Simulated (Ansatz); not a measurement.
GaH₂Cl₃, singlet: at the end structure of a reaction step.

The input file, in.yaml:

```yaml
crystal:
  periodic: [false, false, false]
  atoms:
    - {symbol: Ga, position_ang: [-0.802501, 0.021178, 0.154753]}
    - {symbol: H, position_ang: [1.672206, 0.223706, -0.591128]}
    - {symbol: Cl, position_ang: [-1.298100, -0.502711, -1.834189]}
    - {symbol: Cl, position_ang: [-0.738132, 2.059124, 0.719205]}
    - {symbol: H, position_ang: [1.746257, -0.312131, -0.069800]}
    - {symbol: Cl, position_ang: [-0.579830, -1.489166, 1.621258]}
basis:
  gaussian: {orbitals: def2-SVP}
hamiltonian: {xc: pbe0, dispersion: d4}
```

Run by:

```bash
ansatz run in.yaml --threads 4 --pin off --events-out ev --progress --plain --max-ram 9574MiB
```

What Ansatz 0.2.0 printed:

```
Functional definition: PBE0
  name "PBE0"
  cite "Adamo & Barone, J. Chem. Phys. 110, 6158 (1999) doi:10.1063/1.478522"
  cite "Perdew, Burke & Ernzerhof, Phys. Rev. Lett. 77, 3865 (1996) doi:10.1103/PhysRevLett.77.3865"
  parent pbe
  parameter a = 0.25
  parameter kappa = 0.804
  parameter beta = 0.06672455060314922
  exchange = (1 - a)*pbe_x(kappa = kappa, mu = beta*pi^2/3) + a*exact_x
  correlation = pbe_c(beta = beta)
898 factors; integrals over basis functions are off by at most 5.4e-4 eV
mean field evaluation 1: about -89943.3035 eV, gradient 2.6e1 eV
mean field evaluation 2: about -89942.3513 eV, gradient 3.6e1 eV
mean field evaluation 4: about -89944.5827 eV, gradient 3.2e-1 eV
mean field evaluation 8: about -89944.6529 eV, gradient 1.0e-1 eV
mean field -89944.65295586 eV, -3305.4050294524 hartree, gradient 4.1e-5 eV, S^2 0.000000; 0 other end points of the search recorded, 0 dependent functions left out
reference -89944.65298147 eV, -3305.4050303936 hartree; 42, 42 occupied and 54, 54 virtual orbitals, 898 factors
Total energy: -89944.82006058 eV, -3305.4111704375 hartree
```

The lines “mean field evaluation” count trial sets of orbitals through the whole run, from several starts and some on an approximate energy, so they need not fall steadily or lie above the final value.

Hardware: 4 CPU threads of an Arm Neoverse V2, shared host. Wall time about 0.9 s.
